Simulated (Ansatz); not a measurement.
Program: Ansatz. Geometries: PBE0-D4/def2-TZVP. ΔE: electronic, gas phase. CCSD(T)/CBS adds triple-zeta CCSD(T) − MP2 to the extrapolated MP2 energy (def2 sets, frozen cores). This one scheme is used for every species. DFT in def2-TZVPP. One conformer a species, not always the lowest.

`CC(=O)OBCl` + H–F → `CC(=O)OBF` + HCl  (ligand exchange at a B–Cl bond)

`CC(=O)OBCl`:

Cartesian coordinates in Å:
```
C 0.652 -0.443 -1.474
C -0.397 -0.103 -0.471
O -1.570 -0.273 -0.580
O 0.168 0.493 0.639
B -0.460 0.514 1.846
Cl 0.283 1.473 3.100
H 1.382 -1.121 -1.029
H 1.190 0.465 -1.756
H 0.195 -0.898 -2.348
H -1.444 -0.107 2.075
```

H–F:

Cartesian coordinates in Å:
```
F -0.236 0.122 -0.375
H 0.236 -0.122 0.375
```

`CC(=O)OBF`:

Cartesian coordinates in Å:
```
C 1.025 0.786 -1.019
C 0.067 0.573 0.105
O -0.518 1.420 0.707
O -0.045 -0.761 0.407
B -1.139 -1.277 1.044
F -1.032 -2.531 1.434
H 0.678 0.250 -1.905
H 1.997 0.366 -0.752
H 1.118 1.848 -1.231
H -2.150 -0.675 1.210
```

HCl:

Z-matrix (Å, degrees):
```
Cl
H 1 1.279
```

```
         level  ΔE (eV)
       ωB97M-V    -0.63
        revPBE    -0.57
        r2SCAN    -0.63
CCSD/CBS(def2)    -0.60
```

(1) What does CCSD(T)/CBS give? (Best estimate.)

Largest T1 diagnostic among the species: 0.015.

Results:

(1) Ansatz gave: -0.57 eV. The listed levels differ from it by -0.06, 0.00, -0.06, -0.03 eV.

The D4 term adds +0.04 eV with B3LYP and +0.02 eV with PBE0; it sums over pairs of atoms, weighted by their polarisabilities, and B3LYP, whose exchange is more repulsive, gets the larger term. From BLYP to BHLYP (50 % exact exchange), in def2-TZVPP and without D4, ΔE moves by −0.04 eV. In def2-TZVPP, CCSD(T) changes the Hartree–Fock value by +0.18 eV (the triples alone add +0.03 eV) and MP2 by +0.24 eV.

B3LYP here is the variant with VWN-RPA as its local correlation; programs differ in this.
